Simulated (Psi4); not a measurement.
Input for Psi4: SAPT0/jun-cc-pV(D+d)Z on C2H6Si (a complex), monomers drawn apart or pushed together.

```
memory 1800 MB

molecule dimer {
0 1
Si    0.28503007   -0.06825027    0.05125977
H     1.12559523    1.00353475    0.62741118
H    -1.14374990    0.22837291    0.29482541
H     0.63804009   -1.36812702    0.66242898
H     0.52258807   -0.13895291   -1.41043215
--
0 1
C    -0.32320875    0.00189150    6.65039304
C    -1.42737591    0.41963275    6.45406665
H     0.65760646   -0.36937327    6.82158064
H    -2.40726319    0.79010201    6.27607448
units angstrom
symmetry c1
no_reorient
no_com
}

set {
  basis jun-cc-pV(D+d)Z
  scf_type df
  freeze_core true
}

energy('sapt0')
```

Output:

```
[...]
==> Input File <==

--------------------------------------------------------------------------
memory 1800 MB

molecule dimer {
0 1
Si    0.28503007   -0.06825027    0.05125977
H     1.12559523    1.00353475    0.62741118
H    -1.14374990    0.22837291    0.29482541
H     0.63804009   -1.36812702    0.66242898
H     0.52258807   -0.13895291   -1.41043215
--
0 1
C    -0.32320875    0.00189150    6.65039304
C    -1.42737591    0.41963275    6.45406665
H     0.65760646   -0.36937327    6.82158064
H    -2.40726319    0.79010201    6.27607448
units angstrom
symmetry c1
no_reorient
no_com
}

set {
  basis jun-cc-pV(D+d)Z
  scf_type df
  freeze_core true
}

energy('sapt0')
--------------------------------------------------------------------------


   => Loading Basis Set <=

    Name: JUN-CC-PV(D+D)Z
    Role: ORBITAL
    Keyword: BASIS
    atoms 1        entry SI         line   566 file jun-cc-pv_dpd_z.gbs
    atoms 2-5, 8-9 entry H          line    60 file jun-cc-pv_dpd_z.gbs
    atoms 6-7      entry C          line   188 file jun-cc-pv_dpd_z.gbs

   => Loading Basis Set <=

    Name: JUN-CC-PV(D+D)Z
    Role: ORBITAL
    Keyword: BASIS
    atoms 1        entry SI         line   566 file jun-cc-pv_dpd_z.gbs
    atoms 2-5, 8-9 entry H          line    60 file jun-cc-pv_dpd_z.gbs
    atoms 6-7      entry C          line   188 file jun-cc-pv_dpd_z.gbs


  //>>>>>>>>>>>>>>>>>>>>>>>>>>>>>>>>>>>//
  //              Dimer HF             //
  //<<<<<<<<<<<<<<<<<<<<<<<<<<<<<<<<<<<//

   => Libint2 <=

    Primary   basis highest AM E, G, H:  7, 6, 3
    Auxiliary basis highest AM E, G, H:  7, 7, 4
    Onebody   basis highest AM E, G, H:  -, -, -
    Solid Harmonics ordering:            Gaussian


   => Loading Basis Set <=

    Name: JUN-CC-PV(D+D)Z
    Role: ORBITAL
    Keyword: BASIS
    atoms 1        entry SI         line   566 file jun-cc-pv_dpd_z.gbs
    atoms 2-5, 8-9 entry H          line    60 file jun-cc-pv_dpd_z.gbs
    atoms 6-7      entry C          line   188 file jun-cc-pv_dpd_z.gbs


         ---------------------------------------------------------
                                   SCF
               by Justin Turney, Rob Parrish, Andy Simmonett
                          and Daniel G. A. Smith
                              RHF Reference
                        1 Threads,   1716 MiB Core
         ---------------------------------------------------------

  ==> Geometry <==

    Molecular point group: c1
    Full point group: C1

    Geometry (in Angstrom), charge = 0, multiplicity = 1:

       Center              X                  Y                   Z               Mass
    ------------   -----------------  -----------------  -----------------  -----------------
         SI           0.285030070000    -0.068250270000     0.051259770000    27.976926534650
         H            1.125595230000     1.003534750000     0.627411180000     1.007825032230
         H           -1.143749900000     0.228372910000     0.294825410000     1.007825032230
         H            0.638040090000    -1.368127020000     0.662428980000     1.007825032230
         H            0.522588070000    -0.138952910000    -1.410432150000     1.007825032230
         C           -0.323208750000     0.001891500000     6.650393040000    12.000000000000
         C           -1.427375910000     0.419632750000     6.454066650000    12.000000000000
         H            0.657606460000    -0.369373270000     6.821580640000     1.007825032230
         H           -2.407263190000     0.790102010000     6.276074480000     1.007825032230

  Running in c1 symmetry.

  Rotational constants: A =      0.73685  B =      0.01474  C =      0.01452 [cm^-1]
  Rotational constants: A =  22090.23995  B =    441.83354  C =    435.40245 [MHz]
  Nuclear repulsion =   66.191657230821733

  Charge       = 0
  Multiplicity = 1
  Electrons    = 32
  Nalpha       = 16
  Nbeta        = 16

  ==> Algorithm <==

  SCF Algorithm Type is DF.
  DIIS enabled.
  MOM disabled.
  Fractional occupation disabled.
  Guess Type is SAD.
  Energy threshold   = 1.00e-08
  Density threshold  = 1.00e-08
  Integral threshold = 1.00e-12

  ==> Primary Basis <==

  Basis Set: JUN-CC-PV(D+D)Z
    Blend: JUN-CC-PV(D+D)Z
    Number of shells: 45
    Number of basis functions: 93
    Number of Cartesian functions: 97
    Spherical Harmonics?: true
    Max angular momentum: 2

   => Loading Basis Set <=

    Name: (JUN-CC-PV(D+D)Z AUX)
    Role: JKFIT
    Keyword: DF_BASIS_SCF
    atoms 1        entry SI         line   506 file jun-cc-pvdz-jkfit.gbs
    atoms 2-5, 8-9 entry H          line    70 file jun-cc-pvdz-jkfit.gbs
    atoms 6-7      entry C          line   146 file jun-cc-pvdz-jkfit.gbs

  ==> Integral Setup <==

  DFHelper Memory: AOs need 0.024 GiB; user supplied 1.257 GiB.
  SCF_SUBTYPE=INCORE selected. In-core MEM_DF algorithm will be used.
  Using in-core AOs.

  ==> MemDFJK: Density-Fitted J/K Matrices <==

    J tasked:                   Yes
    K tasked:                 
[...]
382    76A      2.590893
      77A      2.703456    78A      2.703762    79A      2.828289
      80A      2.835854    81A      2.836699    82A      3.407023
      83A      3.791077    84A      4.628337    85A      6.645054
      86A      6.645064    87A      6.715457    88A      6.715986
      89A      6.716011    90A     14.142625    91A     14.142688
      92A     14.142884    93A    103.593528

    Final Occupation by Irrep:
              A
    DOCC [     7 ]
    NA   [     7 ]
    NB   [     7 ]

  @DF-RHF Final Energy:   -76.82773083672842

   => Energetics <=

    Nuclear Repulsion Energy =             24.8641767861901037
    One-Electron Energy =                -151.7649409439482326
    Two-Electron Energy =                  50.0730333210297189
    Total Energy =                        -76.8277308367284206

Computation Completed


Properties will be evaluated at   0.000000,   0.000000,   0.000000 [a0]

Properties computed using the SCF density matrix


 Multipole Moments:

 ------------------------------------------------------------------------------------
     Multipole            Electronic (a.u.)      Nuclear  (a.u.)        Total (a.u.)
 ------------------------------------------------------------------------------------

 L = 1.  Multiply by 2.5417464519 to convert [e a0] to [Debye]
 Dipole X            :         23.1556025          -23.1551254            0.0004771
 Dipole Y            :         -5.5748228            5.5744544           -0.0003684
 Dipole Z            :       -173.3374693          173.3340201           -0.0034492
 Magnitude           :                                                    0.0035015

 ------------------------------------------------------------------------------------

  Constructing Basis Sets for SAPT...

   => Loading Basis Set <=

    Name: (JUN-CC-PV(D+D)Z AUX)
    Role: RIFIT
    Keyword: DF_BASIS_SAPT
    atoms 1        entry SI         line   376 file jun-cc-pvdz-ri.gbs
    atoms 2-5, 8-9 entry H          line    30 file jun-cc-pvdz-ri.gbs
    atoms 6-7      entry C          line   100 file jun-cc-pvdz-ri.gbs

   => Loading Basis Set <=

    Name: (JUN-CC-PV(D+D)Z AUX)
    Role: JKFIT
    Keyword: DF_BASIS_ELST
    atoms 1        entry SI         line   506 file jun-cc-pvdz-jkfit.gbs
    atoms 2-5, 8-9 entry H          line    70 file jun-cc-pvdz-jkfit.gbs
    atoms 6-7      entry C          line   146 file jun-cc-pvdz-jkfit.gbs


  //>>>>>>>>>>>>>>>>>>>>>>>>>>>>>>>>>>>//
  //               SAPT0               //
  //<<<<<<<<<<<<<<<<<<<<<<<<<<<<<<<<<<<//



        SAPT0
    Ed Hohenstein
     6 June 2009

      Orbital Information
  --------------------------
    NSO        =        93
    NMO        =        93
    NRI        =       299
    NRI (Elst) =       417
    NOCC A     =         9
    NOCC B     =         7
    FOCC A     =         5
    FOCC B     =         2
    NVIR A     =        84
    NVIR B     =        86

    Elst10,r            =    -0.000041568441 [Eh]
    Exch10              =     0.000000345280 [Eh]
    Exch10 (S^2)        =     0.000000345279 [Eh]

    Maxiter = 50
    CPHF R converge = 1.000000E-08

    Iter     Energy [mEh]          dE [mEh]         Residual      Time [s]
       1      -0.00090061       0.000900606     1.523940e-04             0
       2      -0.00102097       0.000120367     4.586531e-05             0
       3      -0.00103764       0.000016665     4.168564e-06             0
       4      -0.00103434      -0.000003297     5.483273e-07             0
       5      -0.00103454       0.000000200     5.863966e-08             0
       6      -0.00103453      -0.000000006     1.394252e-08             0
       7      -0.00103453      -0.000000001     2.687111e-09             0

    CHF Iterations converged

    Maxiter = 50
    CPHF R converge = 1.000000E-08

    Iter     Energy [mEh]          dE [mEh]         Residual      Time [s]
       1      -0.00012552       0.000125521     4.841139e-05             0
       2      -0.00014537       0.000019854     1.728744e-05             0
       3      -0.00014807       0.000002691     5.432125e-06             0
       4      -0.00014797      -0.000000091     1.512957e-06             0
       5      -0.00014761      -0.000000364     3.154361e-07             0
       6      -0.00014761       0.000000004     1.511299e-07             0
       7      -0.00014764       0.000000028     6.462432e-08             0
       8      -0.00014763      -0.000000013     1.257724e-08             0
       9      -0.00014763       0.000000002     1.822147e-09             0

    CHF Iterations converged

    Ind20,r (A<-B)      =    -0.000001034534 [Eh]
    Ind20,r (B<-A)      =    -0.000000147632 [Eh]
    Ind20,r             =    -0.000001182166 [Eh]
    Exch-Ind20,r (A<-B) =     0.000000004956 [Eh]
    Exch-Ind20,r (B<-A) =     0.000000067866 [Eh]
    Exch-Ind20,r        =     0.000000072822 [Eh]
    Disp20              =    -0.000049565202 [Eh]
    Disp20 (SS)         =    -0.000024782601 [Eh]
    Disp20 (OS)         =    -0.000024782601 [Eh]
    Exch-Disp20         =     0.000000043842 [Eh]
    Exch-Disp20 (SS)    =     0.000000031215 [Eh]
    Exch-Disp20 (OS)    =     0.000000012627 [Eh]

    SAPT Results
  --------------------------------------------------------------------------------------------------------
    Electrostatics                 -0.04156844 [mEh]      -0.02608459 [kcal/mol]      -0.10913793 [kJ/mol]
      Elst10,r                     -0.04156844 [mEh]      -0.02608459 [kcal/mol]      -0.10913793 [kJ/mol]

    Exchange                        0.00034528 [mEh]       0.00021667 [kcal/mol]       0.00090653 [kJ/mol]
      Exch10                        0.00034528 [mEh]       0.00021667 [kcal/mol]       0.00090653 [kJ/mol]
      Exch10(S^2)                   0.00034528 [mEh]       0.00021667 [kcal/mol]       0.00090653 [kJ/mol]

    Induction                      -0.00114591 [mEh]      -0.00071907 [kcal/mol]      -0.00300859 [kJ/mol]
      Ind20,r                      -0.00118217 [mEh]      -0.00074182 [kcal/mol]      -0.00310378 [kJ/mol]
      Exch-Ind20,r                  0.00007282 [mEh]       0.00004570 [kcal/mol]       0.00019119 [kJ/mol]
      delta HF,r (2)               -0.00003657 [mEh]      -0.00002295 [kcal/mol]      -0.00009600 [kJ/mol]

    Dispersion                     -0.04952136 [mEh]      -0.03107512 [kcal/mol]      -0.13001831 [kJ/mol]
      Disp20                       -0.04956520 [mEh]      -0.03110263 [kcal/mol]      -0.13013342 [kJ/mol]
      Exch-Disp20                   0.00004384 [mEh]       0.00002751 [kcal/mol]       0.00011511 [kJ/mol]
      Disp20 (SS)                  -0.02478260 [mEh]      -0.01555132 [kcal/mol]      -0.06506671 [kJ/mol]
      Disp20 (OS)                  -0.02478260 [mEh]      -0.01555132 [kcal/mol]      -0.06506671 [kJ/mol]
      Exch-Disp20 (SS)              0.00003121 [mEh]       0.00001959 [kcal/mol]       0.00008195 [kJ/mol]
      Exch-Disp20 (OS)              0.00001263 [mEh]       0.00000792 [kcal/mol]       0.00003315 [kJ/mol]

  Total HF                         -0.04236907 [mEh]      -0.02658699 [kcal/mol]      -0.11123998 [kJ/mol]
  Total SAPT0                      -0.09189043 [mEh]      -0.05766212 [kcal/mol]      -0.24125830 [kJ/mol]

  Special recipe for scaled SAPT0 (see Manual):
    Electrostatics sSAPT0          -0.04156844 [mEh]      -0.02608459 [kcal/mol]      -0.10913793 [kJ/mol]
    Exchange sSAPT0                 0.00034528 [mEh]       0.00021667 [kcal/mol]       0.00090653 [kJ/mol]
    Induction sSAPT0               -0.00114591 [mEh]      -0.00071907 [kcal/mol]      -0.00300859 [kJ/mol]
    Dispersion sSAPT0              -0.04952136 [mEh]      -0.03107512 [kcal/mol]      -0.13001831 [kJ/mol]
  Total sSAPT0                     -0.09189043 [mEh]      -0.05766212 [kcal/mol]      -0.24125830 [kJ/mol]
  --------------------------------------------------------------------------------------------------------



*** Psi4 exiting successfully. Buy a developer a beer!
```

The run finished.

Cost: roughly 3 core-seconds.
